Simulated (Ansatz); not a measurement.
CHBrFI (`FC(Br)I`). The species carries charge 0 and has multiplicity 1. I: def2 effective core potential. All single points use the PBE0-D4/def2-TZVP geometry.

```xyz
5

F    -0.202   -1.376    0.334
C     0.020   -0.065    0.164
Br   -1.659    0.858   -0.028
I     1.322    0.239   -1.508
H     0.519    0.344    1.038
```

Q: What is the dipole moment at PBE/def2-TZVPP? (Estimate.)

A: The calculation gave: 1.00 D, with components (0.59, 0.50, 0.63) D in this frame, pointing from negative to positive charge.

Q: And with r2SCAN, B3LYP, ωB97M-V? (An estimate is asked.)

A: The calculation gave: r2SCAN 1.06 D, B3LYP 1.09 D, ωB97M-V 1.10 D.

Q: Give the Mulliken charges with PBE, r2SCAN, ωB97M-V in def2-TZVPP. (Estimate.)

A: Computed: 
| atom | PBE | r2SCAN | ωB97M-V |
| --- | --- | --- | --- |
| F1 | -0.11 | -0.14 | -0.14 |
| C2 | 0.01 | 0.10 | -0.04 |
| Br3 | -0.05 | -0.06 | -0.03 |
| I4 | -0.02 | -0.03 | 0.02 |
| H5 | 0.16 | 0.13 | 0.19 |

B3LYP here is the variant with VWN-RPA as its local correlation; programs differ in this.
